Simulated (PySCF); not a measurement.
CH5BO2, SMILES CB(O)O.

Geometry optimised at B3LYP-D3(BJ)/def2-SVP. The values are those of a single conformer.

These are PySCF with B3LYP/def2-TZVPD values and carry that method's errors.

Gas-phase values at a fixed geometry.

Q: Estimate the frontier levels, gap, dipole moment and polarisability. (An estimate is asked for; the answer gives what the named calculation found.)

A: 
The highest occupied level is -8.74 eV and the lowest empty level is -0.57 eV. The orbital gap is 8.17 eV, the dipole moment is 0.556 e·Å and the quadrupole, principal values (traceless, Buckingham form, about the centre of nuclear charge) comes out as -7.46, -0.84, 8.30 D·Å. The mean static polarisability is 37.1 bohr³ (5.50 Å³) and the polarisability, principal values is 30.9, 39.5, 40.9 bohr³.
